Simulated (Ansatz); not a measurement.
Correlation energies of C2H2FSi, SMILES `C#C[SiH]F` radical by basis set

```xyz
6

C     0.4447    1.2917   -1.0713
C     0.0593    0.4027   -0.3480
Si   -0.7150   -0.8757    0.6662
F    -0.3234   -0.6603    2.2020
H     0.7996    2.0718   -1.7059
H    -0.2652   -2.2303    0.2569
```

Total charge 0; spin multiplicity 2. The geometry is a stationary point of PBE0-D4/def2-TZVP. Frozen core, unrestricted reference, the Gaussian-basis code of Ansatz. CBS rows extrapolate triple and quadruple zeta; past MP2 they add the triple-zeta difference.

```tsv
basis	HF (Eh)	MP2 corr.
def2-SVP	-464.99872	-0.50097
def2-TZVPP	-465.32707	-0.63640
def2-QZVPP	-465.34431	-0.68798
```

Estimate the CCSD correlation energy and the (T) correction in each basis where they were run (hartree).


| basis | CCSD corr. | (T) |
| --- | --- | --- |
| def2-SVP | -0.53029 | -0.01694 |
| def2-TZVPP | -0.65940 | -0.02817 |
| CBS(def2) | -0.74918 | as TZ |
